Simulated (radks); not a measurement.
Task: The caesium anion Cs-, [Xe] 6s2, held by a Watson sphere: a shell of charge +1 at radius R that stands for the Madelung well of a crystal (potential energy -1/R inside, -1/r outside, in hartree with lengths in bohr). Method: scalar-relativistic Kohn-Sham, LDA (Slater exchange, Perdew-Wang correlation), spin-unpolarised, spherical densities, point nucleus; computed with a radial shooting solver on a logarithmic mesh with Libxc functionals. Response by self-consistent Sternheimer equations with the Hartree and adiabatic LDA kernel, the relativistic mass of each level held fixed and spin-orbit coupling left out. The sphere does not respond.

| R (bohr) | e(5s) (eV) | e(5p) (eV) | e(6s) (eV) | <r> 6s (bohr) | sum of <r^2> (bohr^2) | X-ray form factor at sin(theta)/lambda = 0.2 1/angstrom | alpha (bohr^3) |
|---|---|---|---|---|---|---|---|
| 3.08 | -28.827 | -15.604 | -3.261 | 4.881 | 105.4 | 43.877 | 260.4 |
| 4.16 | -27.412 | -14.196 | -3.116 | 5.117 | 111.1 | 43.875 | 305.7 |
| 4.38 | -27.227 | -14.006 | -3.070 | 5.181 | 112.5 | 43.879 | 320.4 |
| 4.66 | -27.026 | -13.798 | -3.007 | 5.266 | 114.5 | 43.885 | 341.2 |
| 4.9 | -26.879 | -13.646 | -2.949 | 5.341 | 116.3 | 43.889 | 360.8 |
| 5.68 | -26.521 | -13.273 | -2.754 | 5.585 | 122.2 | 43.901 | 433.8 |
| 5.83 | -26.467 | -13.217 | -2.717 | 5.632 | 123.4 | 43.902 | 449.2 |

Estimate the row for R = 6.21 bohr.

Result: e(5s) (eV) -26.347; e(5p) (eV) -13.092; e(6s) (eV) -2.621; <r> 6s (bohr) 5.746; sum of <r^2> (bohr^2) 126.4; X-ray form factor at sin(theta)/lambda = 0.2 1/angstrom 43.905; alpha (bohr^3) 490.0.
